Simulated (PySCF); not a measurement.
Spinor energies of Zr (zirconium, neutral)

Start: [Kr] 4d2 5s2; 4d3/2 filled at m_j = +1/2, +3/2. Calculated with PySCF 2.14 in x2c-TZVPall-2c with one added diffuse shell each of s, p, d type (9s10p8d1f, 86 functions): generalised Hartree-Fock with the X2C-1e Hamiltonian and a Gaussian nucleus; one run each with spin-orbit coupling (SO) switched off, then screened by Boettger's factors.

```json
{"spinor shell": "1s1/2", "electrons": "2", "ε, spin-free (eV)": "-18097.9", "ε, screened SO (eV)": "-18097.1", "weight of nominal j (screened SO)": "1.000", "rms radius, screened SO (bohr)": "0.0426"}
{"spinor shell": "2s1/2", "electrons": "2", "ε, spin-free (eV)": "-2579.6", "ε, screened SO (eV)": "-2579.3", "weight of nominal j (screened SO)": "1.000", "rms radius, screened SO (bohr)": "0.176"}
{"spinor shell": "2p1/2", "electrons": "2", "ε, spin-free (eV)": "-2294.2", "ε, screened SO (eV)": "-2353.4", "weight of nominal j (screened SO)": "1.000", "rms radius, screened SO (bohr)": "0.154"}
{"spinor shell": "2p3/2", "electrons": "4", "ε, spin-free (eV)": "-2294.2", "ε, screened SO (eV)": "-2266.1", "weight of nominal j (screened SO)": "1.000", "rms radius, screened SO (bohr)": "0.158"}
{"spinor shell": "3s1/2", "electrons": "2", "ε, spin-free (eV)": "-453.99", "ε, screened SO (eV)": "-453.89", "weight of nominal j (screened SO)": "1.000", "rms radius, screened SO (bohr)": "0.488"}
{"spinor shell": "3p1/2", "electrons": "2", "ε, spin-free (eV)": "-358.27", "ε, screened SO (eV)": "-368.11", "weight of nominal j (screened SO)": "1.000", "rms radius, screened SO (bohr)": "0.489"}
{"spinor shell": "3p3/2", "electrons": "4", "ε, spin-free (eV)": "-358.27", "ε, screened SO (eV)": "-353.56", "weight of nominal j (screened SO)": "1.000", "rms radius, screened SO (bohr)": "0.499"}
{"spinor shell": "3d3/2", "electrons": "4", "ε, spin-free (eV)": "-201.09", "ε, screened SO (eV)": "-202.73", "weight of nominal j (screened SO)": "0.994", "rms radius, screened SO (bohr)": "0.493"}
{"spinor shell": "3d5/2", "electrons": "6", "ε, spin-free (eV)": "-201.09", "ε, screened SO (eV)": "-199.87", "weight of nominal j (screened SO)": "0.996", "rms radius, screened SO (bohr)": "0.497"}
{"spinor shell": "4s1/2", "electrons": "2", "ε, spin-free (eV)": "-68.142", "ε, screened SO (eV)": "-68.101", "weight of nominal j (screened SO)": "1.000", "rms radius, screened SO (bohr)": "1.30"}
{"spinor shell": "4p1/2", "electrons": "2", "ε, spin-free (eV)": "-40.647", "ε, screened SO (eV)": "-43.375", "weight of nominal j (screened SO)": "0.778", "rms radius, screened SO (bohr)": "1.47"}
{"spinor shell": "4p3/2", "electrons": "4", "ε, spin-free (eV)": "-40.647", "ε, screened SO (eV)": "-39.271", "weight of nominal j (screened SO)": "0.889", "rms radius, screened SO (bohr)": "1.48"}
{"spinor shell": "4d3/2", "electrons": "2", "ε, spin-free (eV)": "-8.654", "ε, screened SO (eV)": "-8.685", "weight of nominal j (screened SO)": "0.765", "rms radius, screened SO (bohr)": "2.37"}
{"spinor shell": "5s1/2", "electrons": "2", "ε, spin-free (eV)": "-5.856", "ε, screened SO (eV)": "-5.848", "weight of nominal j (screened SO)": "0.987", "rms radius, screened SO (bohr)": "4.28"}
```

```csv
quantity,spin-free,screened SO
E (hartree),-3596.00531,-3596.35454
M_J,2,2
⟨J²⟩,8.186,7.711
⟨L²⟩,12.122,12.083
⟨S²⟩,2.064,2.053
```

The determinant has a definite M_J but mixes levels of different J.

Each row is a mean over spinors that exchange with the open shell spreads, by up to 2.509 eV (4p1/2).

Rows whose weight is well below 1 are mixtures of j = l ± 1/2: exchange outweighs spin-orbit coupling there, and the label is only the starting occupation.

Breit and QED terms are absent; they matter most for the inner s and p1/2 levels.

Densities and radii are taken from the X2C orbitals without a picture-change correction, which distorts them close to the nucleus.

Without spin-orbit coupling the j labels of p, d and f shells carry no meaning; the spin-free column gives the mean over the occupied spinors of each nl shell, and its ⟨J²⟩ belongs to a mixture of degenerate components.
